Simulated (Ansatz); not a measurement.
Species: C4H8O, charge 0, multiplicity 1. 
Structure (B3LYP-D3(BJ)/def2-TZVP (Ansatz, a program for electronic structure) minimum search):
```xyz
13

C     -2.2944    -0.2512    -0.0681
C     -0.8848     0.3219    -0.1779
C      0.1826    -0.6725     0.2562
C      1.5963    -0.1668     0.1711
O      1.9164     0.9312    -0.2043
H     -2.4117    -1.1390    -0.6944
H     -3.0416     0.4783    -0.3841
H     -2.5264    -0.5400     0.9600
H     -0.7969     1.2255     0.4291
H     -0.6836     0.6339    -1.2050
H      0.0238    -1.0043     1.2911
H      0.1368    -1.5945    -0.3389
H      2.3708    -0.8981     0.4895
```

Basis-set convergence of Hartree-Fock and CCSD(T) correlation energies (hartree) with Ansatz. Valence correlation only, unless marked. Spin-orbit coupling is left out. Non-relativistic.

```json
[
 {"basis": "cc-pVDZ", "functions": "110", "E(HF)": "-231.00526", "E(corr, CCSD(T))": "-0.82098", "rough core time": "under 20 s"},
 {"basis": "cc-pVTZ", "functions": "262", "E(HF)": "(withheld)", "E(corr, CCSD(T))": "(withheld)", "rough core time": "2.7 min"}
]
```

Task: Fill in the missing entries.

Result: 
- cc-pVTZ, E(HF): -231.07127
- cc-pVTZ, E(corr, CCSD(T)): -0.99495
